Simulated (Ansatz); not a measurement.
C2H8AlNSi can be A, `C=CN[SiH2][AlH2]`, or B, `C[N]1[AlH][CH]1[SiH3]`.

Isolated molecules relaxed with PBE0-D4/def2-TZVP in Ansatz; ΔE leaves out vibrations. CCSD(T)/CBS adds triple-zeta CCSD(T) − MP2 to the extrapolated MP2 energy (def2 sets, frozen cores). DFT in def2-TZVPP. B3LYP here is the variant with VWN-RPA as its local correlation; programs differ in this. One conformer a species, not always the lowest.

A:

Z-matrix (Å, degrees):
```
C
Al 1 2.200
C 1 1.396 2 98.9
H 1 1.089 2 91.8 3 117.9
H 1 1.084 2 114.5 3 -124.7
Si 2 2.493 1 78.5 3 -50.9
H 2 1.594 1 108.3 3 -171.7
H 2 1.600 1 108.6 3 55.7
N 3 1.322 1 122.5 2 55.9
H 3 1.089 1 120.1 2 -118.1
H 6 1.493 2 130.2 1 140.8
H 6 1.497 2 119.4 1 -69.5
H 9 1.008 3 116.4 1 -178.5
```

B:

```xyz
13

C    -0.392   -0.939    1.573
N    -0.654   -0.777    0.183
Al   -1.329   -0.723   -1.397
C     0.426   -0.262   -0.750
Si    0.957    1.511   -0.589
H     0.428   -1.649    1.752
H    -0.110    0.009    2.051
H    -1.282   -1.319    2.079
H    -2.580   -1.000   -2.304
H     1.255   -0.966   -0.898
H     1.731    1.845    0.645
H     1.807    1.887   -1.754
H    -0.257    2.383   -0.590
```

Which isomer does CCSD(T)/CBS put lower? Give the gap. (An estimate is asked.)

Ansatz gave: A, by 126.6 kJ/mol.

Give E(B) − E(A) in kJ/mol with HF/def2-TZVPP, B3LYP, B3LYP-D4, PBE0-D4, r2SCAN-D4, CCSD/def2-TZVPP, ωB97M-V. (Best estimate.)

Computed: HF/def2-TZVPP 139.4, B3LYP 129.0, B3LYP-D4 133.2, PBE0-D4 138.7, r2SCAN-D4 137.2, CCSD/def2-TZVPP 126.6, ωB97M-V 130.1. None reverses the order clearly.

Largest T1 diagnostic: 0.016.

In def2-TZVPP, CCSD(T) changes the Hartree–Fock value by −10.8 kJ/mol (the triples alone add +1.9 kJ/mol) and MP2 by −23.0 kJ/mol. The D4 term adds +4.2 kJ/mol with B3LYP and +2.0 kJ/mol with PBE0; it sums over pairs of atoms, weighted by their polarisabilities, and B3LYP, whose exchange is more repulsive, gets the larger term.
